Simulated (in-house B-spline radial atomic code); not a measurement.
Values are calculated unless marked as measured or tabulated.
**P ion on Ga atom: potential, deflection and energy transfer**

The pair potential comes from two frozen, spherical free-atom densities (PBE, B-spline radial code, scalar-relativistic past argon): electrostatics plus the change in Thomas-Fermi kinetic and Dirac exchange energy where they overlap, the recipe behind the universal ZBL potential, which averages such potentials (from solid-state densities) over many pairs. It is written V = (Z1 Z2 e²/r) φ(r/a), with e² = 14.3996 eV·Å and a = 0.46850 Å/(Z1^0.23 + Z2^0.23); ZBL's fit is φ = 0.18175 e^(−3.1998x) + 0.50986 e^(−0.94229x) + 0.28022 e^(−0.4029x) + 0.02817 e^(−0.20162x). Where φ falls below 4e-4 it is continued as an exponential.

Masses 30.97 and 69.72 u.

| x = r/a | φ, this pair | φ, ZBL |
| --- | --- | --- |
| 0.1 | 0.8943 | 0.8928 |
| 0.25 | 0.7745 | 0.7647 |
| 0.5 | 0.6272 | 0.6096 |
| 1 | 0.4355 | 0.4164 |
| 1.5 | 0.3159 | 0.2995 |
| 2 | 0.2352 | 0.2218 |
| 3 | 0.1365 | 0.1292 |
| 4 | 0.08439 | 0.08026 |
| 5 | 0.05396 | 0.05224 |
| 6.5 | 0.0289 | 0.02914 |
| 8 | 0.01705 | 0.01705 |
| 10 | 0.009437 | 0.008778 |
| 12 | 0.005351 | 0.00474 |
| 14.5 | 0.002561 | 0.002328 |
| 17 | 0.001195 | 0.001212 |

Problem. At x = 0.5 the electrostatic, kinetic and exchange parts are 60817.45, 12489.7 and -393.57 eV. Find r, V and φ.

Solution. a = 0.46850/(1.8642 + 2.2030) = 0.11519 Å, so r = 0.05759 Å. V = 60817.45 + 12489.7 + (-393.57) = 72913.58 eV. The bare repulsion is 15 × 31 × 14.3996/0.05759 = 116260 eV, so φ = 0.6272, +2.9 % against ZBL's 0.6096. The kinetic (Pauli) term is 17 % of V here.

Problem. The ion comes in at 8.395 keV with impact parameter 0.5759 Å. The scattering integral gives a centre-of-mass angle of 11.26° and a closest approach of 5.248 a. What are the reduced energy, the energy passed on and the laboratory angles?

Solution. ε = E a M2/(Z1 Z2 e² (M1 + M2)) = 8395 × 1.1912e-05 = 0.1. The most that one collision can pass on is γE with γ = 4 M1 M2/(M1 + M2)² = 0.8519. Here T = γE sin²(θ/2) = 0.8519 × 8395 × 0.009622 = 68.81 eV. The ion turns by arctan(sin θ/(cos θ + M1/M2)) = 7.8°, and the struck atom leaves at (180° − θ)/2 = 84.4°. The closest approach is 0.605 Å. With ZBL the angle would be 10.78° and T = 63.14 eV.
